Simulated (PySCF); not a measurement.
C5H12O2P (charge -1).
Z-matrix (Å and degrees, PBE0-D3(BJ)/def2-SVP geometry), rows numbered from 1:
```
C 
C   1  1.5264
C   2  1.5252  1  111.48
C   2  1.5291  1  111.02  3  -125.96
P   4  1.8666  2  110.94  1   -71.50
C   5  1.8511  4  101.62  2  -173.01
O   5  1.5189  4  108.76  2    73.87
O   5  1.5154  4  106.46  2   -59.72
H   1  1.1057  2  110.33  3    56.48
H   1  1.1040  2  111.57  3   -63.13
H   1  1.1021  2  109.42  3   174.73
H   2  1.1060  1  108.00  3   119.04
H   3  1.1047  2  111.66  1    56.19
H   3  1.1050  2  110.83  1   -63.51
H   3  1.1027  2  111.48  1   176.82
H   4  1.1062  2  110.70  1    51.33
H   4  1.1050  2  109.72  1   170.15
H   6  1.1015  5  111.46  4    63.46
H   6  1.1019  5  111.20  4   -59.58
H   6  1.1014  5  107.10  4  -177.80
```

Computed with PySCF at PBE0/pcSseg-1, non-relativistic, on one gas-phase PBE0-D3(BJ)/def2-SVP geometry that isn't relaxed in the solvent. The solvent is an IEF-PCM continuum (cavity from Bondi-type radii × 1.2). The model holds no explicit solvent molecules, cavitation or dispersion.

```csv
run,E − E(gas) (kcal/mol),HOMO (eV),HOMO–LUMO gap (eV)
gas,0.00,-1.91,6.72
P,-53.54,-5.72,7.81
Q,-33.09,-4.34,7.38
```

Task: The runs were made in benzene and tetrahydrofuran. Which run belongs to which solvent?

Result: P = tetrahydrofuran, Q = benzene. The dielectric constants are 2.271 (benzene), 7.426 (tetrahydrofuran), and the energy falls further as ε rises. In this model the ground state sees the solvent through ε alone.

Task: How constant is the ratio of the lowering to 1 − 1/ε?

Result: 
| solvent | 1 − 1/ε | E − E(gas) (kcal/mol) | ratio (kcal/mol) | polarisation term (kcal/mol) |
| --- | --- | --- | --- | --- |
| benzene | 0.560 | -33.09 | -59.1 | -33.99 |
| tetrahydrofuran | 0.865 | -53.54 | -61.9 | -56.54 |

The ratio changes by +4.6 % in size from benzene to tetrahydrofuran. The polarisation term is half the interaction of the solute with the induced surface charges.

The run took 39 s of wall time on one thread, Arm Neoverse V1 (aarch64), shared host, and the process peaked at 1.1 GiB of memory. This is the whole shielding run at PBE0/pcSseg-1 in tetrahydrofuran, SCF included.
